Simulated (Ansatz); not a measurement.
Computed with frozen-core CCSD(T)/cc-pVTZ // B3LYP-D3(BJ)/def2-TZVP (Ansatz, an electronic-structure program). The geometry is that of the parent before the electron was removed.

Ansatz 0.2 input:
```yaml
crystal:
  periodic: [false, false, false]
  atoms:
    - { symbol: C, position_ang: [-1.038891, -0.397146, -0.731666] }
    - { symbol: C, position_ang: [-0.085103, 0.213802, -0.030175] }
    - { symbol: N, position_ang: [0.940007, -0.40643, 0.692695] }
    - { symbol: O, position_ang: [-0.04783, 1.575387, 0.074659] }
    - { symbol: H, position_ang: [-0.992098, -1.458953, -0.919369] }
    - { symbol: H, position_ang: [-1.867749, 0.168045, -1.127412] }
    - { symbol: H, position_ang: [0.895006, -1.414557, 0.664523] }
    - { symbol: H, position_ang: [1.864926, -0.078012, 0.441573] }
    - { symbol: H, position_ang: [0.331734, 1.797865, 0.935174] }
basis:
  gaussian: { orbitals: cc-pVTZ }
correlation:
  method: ccsd_t
total_charge: 1
magnetization:
  spin_polarized: true
  initial_magnetization: 1
```

Output:

```
Functional definition: HF
1104 factors; integrals over basis functions are off by at most 1.2e-3 eV
mean field evaluation 1: about -5647.9993 eV, gradient 3.6e1 eV
mean field evaluation 2: about -5648.0041 eV, gradient 3.6e1 eV
mean field evaluation 4: about -5652.8985 eV, gradient 3.4e0 eV
mean field evaluation 8: about -5653.0020 eV, gradient 1.6e-1 eV
mean field evaluation 16: about -5647.9994 eV, gradient 3.6e1 eV
mean field evaluation 32: about -5649.4945 eV, gradient 6.0e0 eV
mean field -5653.00272424 eV, -207.7440183730 hartree, gradient 2.5e-6 eV, S^2 0.763506; 0 other end points of the search recorded, 0 dependent functions left out
4 core orbitals not correlated
reference -5653.00272424 eV, -207.7440183730 hartree; 12, 11 occupied and 174, 175 virtual orbitals, 1104 factors
second order -19.92650123 eV of doubles, -0.00000000 eV of singles
cycle   1  -20.05759514 eV  change   -1.3e-1 eV  update   1.1e-1
cycle   2  -20.54970905 eV  change   -4.9e-1 eV  update   3.4e-2
cycle   3  -20.69439789 eV  change   -1.4e-1 eV  update   2.6e-2
cycle   4  -20.68744114 eV  change    7.0e-3 eV  update   1.2e-2
cycle   5  -20.68565577 eV  change    1.8e-3 eV  update   6.9e-3
cycle   6  -20.68940945 eV  change   -3.8e-3 eV  update   3.1e-3
cycle   7  -20.68932986 eV  change    8.0e-5 eV  update   1.6e-3
cycle   8  -20.68981676 eV  change   -4.9e-4 eV  update   9.9e-4
cycle   9  -20.69015161 eV  change   -3.3e-4 eV  update   5.2e-4
cycle  10  -20.68979921 eV  change    3.5e-4 eV  update   3.4e-4
cycle  11  -20.69002157 eV  change   -2.2e-4 eV  update   1.9e-4
cycle  12  -20.69008310 eV  change   -6.2e-5 eV  update   1.0e-4
cycle  13  -20.69008256 eV  change    5.4e-7 eV  update   4.9e-5
cycle  14  -20.69008392 eV  change   -1.4e-6 eV  update   2.1e-5
perturbative correction -0.85770109 eV, -0.0315199338 hartree
Total energy: -5674.55050925 eV, -208.5358848665 hartree
```

Cost: about 11 core-minutes (a rough figure).
